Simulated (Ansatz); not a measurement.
The same molecule with X = O, S, Se, Te. Ansatz, PBE0-D4/def2-TZVP geometries, multiplicity 1. Each molecule was computed in one conformer, which needn't be the lowest.

Elements past krypton have def2 core potentials. Scalar relativity is left out up to krypton.

```csv
X,molecule,mean X–Al bond length / Å,mean X–H bond length / Å,LUMO energy (PBE0/def2-TZVPP) / eV,HOMO–LUMO gap (PBE/def2-TZVPP) / eV,HOMO–LUMO gap (PBE0/def2-TZVPP) / eV
O,`C[CH2][AlH][OH]`,1.701,0.956,-0.44,5.02,7.07
S,`C[CH2][AlH][SH]`,2.188,1.345,-0.92,4.79,6.72
Te,`C[CH2][AlH][TeH]`,2.532,1.658,-1.19,3.80,5.50
```

(1) Give the row for X = Se, `C[CH2][AlH][SeH]`. (Estimate.)

## Answers

(1) Ansatz gave: 
```csv
X,molecule,mean X–Al bond length / Å,mean X–H bond length / Å,LUMO energy (PBE0/def2-TZVPP) / eV,HOMO–LUMO gap (PBE/def2-TZVPP) / eV,HOMO–LUMO gap (PBE0/def2-TZVPP) / eV
Se,`C[CH2][AlH][SeH]`,2.322,1.470,-1.02,4.38,6.21
```

From O to Te the mean X–Al bond length rises at each step, by 0.831 Å in all; the mean X–H bond length rises at each step, by 0.702 Å in all; the LUMO energy (PBE0/def2-TZVPP) falls at each step, by 0.75 eV in all; the HOMO–LUMO gap (PBE/def2-TZVPP) falls at each step, by 1.22 eV in all; the HOMO–LUMO gap (PBE0/def2-TZVPP) falls at each step, by 1.57 eV in all. Bonds lengthen as the atom grows down the group.

Spin–orbit coupling is left out; it splits and shifts lone-pair levels of the heavy atoms by tenths of an eV.
